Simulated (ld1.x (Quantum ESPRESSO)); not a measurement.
## Configuration tests for lanthanum (La) (TM)

* Element: lanthanum (La)
* Generator: ld1.x (Quantum ESPRESSO) 7.5
* Type: norm-conserving Troullier–Martins (Kleinman–Bylander form)
* Functional: PBE
* Relativity: fully relativistic
* Frozen core: [Xe]
* Valence charge: 3
* Reference configuration: 4f0 5d1 6s2 6p0
* Partial waves: 6s (bound): rc 3.90 bohr; 6p (bound, empty): rc 4.20 bohr; 5d (bound): rc 2.60 bohr; 4f (bound, empty): rc 0.90 bohr
* Local potential: all-electron potential smoothed inside 0.95 bohr (lloc = -2)
* Core correction: none

Open shells are filled in proportion to 2j + 1 (rel_dist='average').

Energies are relative to the spin-unpolarised reference configuration 4f0 5d1 6s2 6p0; without spin polarisation the order of configurations can differ from experiment. Not all tests gave a result: 3 of 7 tests not solved or not reliable. Left out of the table: 4f0 5d1 6s1 6p1 (solver errors, printed error -196 meV); 4f0 5d1 6s0 6p2 (solver errors, printed error -6.6 eV); 4f0 5d1 6s0 6p1 (solver errors, printed error +48 meV).

```
valence configuration  charge  ΔE all-electron (eV)  error AE − PS (meV)
      4f0 5d1 6s1 6p0      +1                 5.966                 -0.9
      4f0 5d0 6s2 6p0      +1                 6.379                 +185
```

(1) What are ΔE and the potential's error for 4f0 5d1 6s0 6p0?

(2) What are ΔE and the potential's error for 4f0 5d1 6s1.5 6p0?

Levels in the configuration 4f0 5d1 6s1 6p0:

```tsv
level	all-electron (eV)	pseudo (eV)
5d j=3/2	-8.633	-8.642
5d j=5/2	-8.419	-8.426
6s j=1/2	-8.341	-8.328
```

Note: ghost states, extra bound levels that the all-electron valence spectrum of the same l lacks: s at -281.2 eV, p1/2 at -164.4 eV, p3/2 at -163.2 eV, s at -48.1 eV, p3/2 at -3.4 eV and 1 more. A true bound ghost makes a file unfit for plane-wave use.

## Answers

(1) ΔE = 16.852 eV all-electron; the error (AE − PS) is +174 meV.

(2) ΔE = 2.399 eV all-electron; the error (AE − PS) is -1.2 meV.
